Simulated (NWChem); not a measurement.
System: C4H4N2; SMILES C(#N)/N=C/C=C

The following NWChem deck was run.

```
start job
memory heap 200 mb stack 900 mb global 1100 mb
geometry units angstroms noautoz
  C      0.781679     2.342483     0.000000
  C     -0.443439     1.797230     0.000000
  C     -0.677061     0.358543     0.000000
  N      0.288548    -0.489717     0.000000
  C      0.063967    -1.796421     0.000000
  N     -0.029042    -2.957709     0.000000
  H      1.670647     1.704995     0.000000
  H      0.921495     3.425886     0.000000
  H     -1.335144     2.430618     0.000000
  H     -1.728322     0.023643     0.000000
end
basis spherical
  * library def2-svp
end
dft
  xc scan
  grid xcoarse
  iterations 150
  mulliken
end
task dft gradient
```

Output (shortened):

```
             Northwest Computational Chemistry Package (NWChem) 7.3.0
             --------------------------------------------------------

 CS  symmetry detected

                             Geometry "geometry" -> ""
                             -------------------------

 Output coordinates in angstroms (scale by  1.889725989 to convert to a.u.)

  No.       Tag          Charge          X              Y              Z
 ---- ---------------- ---------- -------------- -------------- --------------
    1 C                    6.0000     0.69948264     2.37862607     0.00000000
    2 C                    6.0000    -0.50414419     1.78744302     0.00000000
    3 C                    6.0000    -0.68320452     0.34095178     0.00000000
    4 N                    7.0000     0.31378554    -0.47019347     0.00000000
    5 C                    6.0000     0.13876966    -1.78445425     0.00000000
    6 N                    7.0000     0.08973376    -2.94842847     0.00000000
    7 H                    1.0000     1.61191751     1.77520445     0.00000000
    8 H                    1.0000     0.79823680     3.46654068     0.00000000
    9 H                    1.0000    -1.41915909     2.38666410     0.00000000
   10 H                    1.0000    -1.72105179    -0.03345540     0.00000000

 Effective nuclear repulsion energy (a.u.)     183.9349823677

      Symmetry information
      --------------------

 Group name             Cs
 Group number              2
 Group order               2
 No. of unique centers    10

                                 NWChem DFT Module
                                 -----------------

 Summary of "ao basis" -> "ao basis" (spherical)
 ------------------------------------------------------------------------------
       Tag                 Description            Shells   Functions and Types
 ---------------- ------------------------------  ------  ---------------------
 C                          def2-svp                 6       14   3s2p1d
 N                          def2-svp                 6       14   3s2p1d
 H                          def2-svp                 3        5   2s1p

      Symmetry analysis of basis
      --------------------------

        a'         76
        a"         28

            General Information
            -------------------
          SCF calculation type: DFT
          Wavefunction type:  closed shell.
          No. of atoms     :    10
          No. of electrons :    42
           Alpha electrons :    21
            Beta electrons :    21
          Charge           :     0
          Spin multiplicity:     1
          Use of symmetry is: on ; symmetry adaption is: on
          Maximum number of iterations: 150
          AO basis - number of functions:   104
                     number of shells:    48
          Convergence on energy requested:  1.00D-06
          Convergence on density requested:  1.00D-05
          Convergence on gradient requested:  5.00D-04

              XC Information
              --------------
                         SCAN Method XC Functional
                  SCAN metaGGA Exchange Functional  1.000
                        SCAN Correlation Potential  1.000

             Grid Information
             ----------------
          Grid used for XC integration:  xcoarse
          Radial quadrature: Mura-Knowles
          Angular quadrature: Lebedev.
          Tag              B.-S. Rad. Rad. Pts. Rad. Cut. Ang. Pts.
          ---              ---------- --------- --------- ---------
          C                   0.70       21          12.0       194
          N                   0.65       21          14.0       194
          H                   0.35       21          12.0       194
          Grid pruning is: on
          Number of quadrature shells:   210
          Spatial weights used:  Erf1

      Superposition of Atomic Density Guess
      -------------------------------------

 Sum of atomic energies:        -260.98472134

      Non-variational initial energy
      ------------------------------

 Total energy =    -264.319562
 1-e energy   =    -715.343094
 2-e energy   =     267.088550
 HOMO         =      -0.321506
 LUMO         =      -0.099465

      Symmetry analysis of molecular orbitals - initial
      -------------------------------------------------

  Numbering of irreducible representations:

     1 a'          2 a"

  Orbital symmetries:

     1 a'          2 a'          3 a'          4 a'          5 a'
     6 a'          7 a'          8 a'          9 a'         10 a'
    11 a'         12 a'         13 a'         14 a'         15 a"
    16 a'         17 a'         18 a"         19 a'         20 a'
    21 a"         22 a"         23 a"         24 a'         25 a'
    26 a'         27 a"         28 a'         29 a'         30 a'
    31 a'

     ---------------------------------------------
      Total Density - Mulliken Population Analysis
     ---------------------------------------------

[...]

                         DFT ENERGY GRADIENTS

    atom               coordinates                        gradient
                 x          y          z           x          y          z
   1 C       1.321831   4.494952   0.000000    0.002574   0.002059   0.000000
   2 C      -0.952694   3.377778   0.000000   -0.002772  -0.001447   0.000000
   3 C      -1.291069   0.644305   0.000000    0.000010  -0.000796   0.000000
   4 N       0.592969  -0.888537   0.000000   -0.001565   0.005441   0.000000
   5 C       0.262237  -3.372130   0.000000    0.000586  -0.009552   0.000000
   6 N       0.169572  -5.571722   0.000000   -0.000385   0.003537   0.000000
   7 H       3.046082   3.354650   0.000000    0.001232  -0.001217   0.000000
   8 H       1.508449   6.550812   0.000000   -0.000456   0.001137   0.000000
   9 H      -2.681822   4.510141   0.000000   -0.000336   0.000530   0.000000
  10 H      -3.252316  -0.063222   0.000000    0.001112   0.000308   0.000000
```

Level: SCAN/def2-SVP. Coordinates come from a PBE0/def2-SVP optimisation.
